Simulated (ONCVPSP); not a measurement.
# Reading a pseudo-wave (P)

Columns: radius, all-electron u(r) and pseudo u(r) of the 3s shell (level -13.84 eV) of phosphorus in the configuration [Ne] 3s2 3p3; PBEsol, non-relativistic, ONCV scheme, ONCVPSP 4.0.1.

```tsv
r (bohr)	all-electron	pseudo
0.095	0.1334	0.0465
0.190	-0.1558	0.0947
0.285	-0.3407	0.1456
0.380	-0.3698	0.1993
0.475	-0.2894	0.2543
0.570	-0.1496	0.3088
0.665	0.0129	0.3614
0.760	0.1748	0.4112
0.855	0.3230	0.4589
0.950	0.4511	0.5061
1.045	0.5569	0.5545
1.140	0.6408	0.6049
1.235	0.7039	0.6561
1.330	0.7482	0.7050
1.425	0.7756	0.7463
1.520	0.7888	0.7747
1.615	0.7901	0.7863
1.710	0.7817	0.7815
1.805	0.7655	0.7655
1.900	0.7434	0.7434
1.995	0.7167	0.7167
2.090	0.6868	0.6869
2.185	0.6548	0.6548
2.280	0.6214	0.6214
2.375	0.5874	0.5874
2.470	0.5533	0.5533
```

**Question.** How many radial nodes do the two functions have?

**Answer.** The all-electron 3s function has n − l − 1 = 2; the pseudo-wave has 0, since the states of the same l below it are removed with the core.

**Question.** At about which radius was the pseudo-wave matched?

**Answer.** 1.75 bohr, where the columns begin to agree (steps of 0.10 bohr).

**Question.** Where does each function peak?

**Answer.** Outermost all-electron maximum near 1.61 bohr, pseudo maximum near 1.61 bohr (to the table’s step).

**Question.** Is the pseudo-wave norm-conserving?

**Answer.** Yes: the ONCV scheme keeps the norm inside the radius equal to the all-electron one, which fixes the energy derivative of the logarithmic derivative at the level.
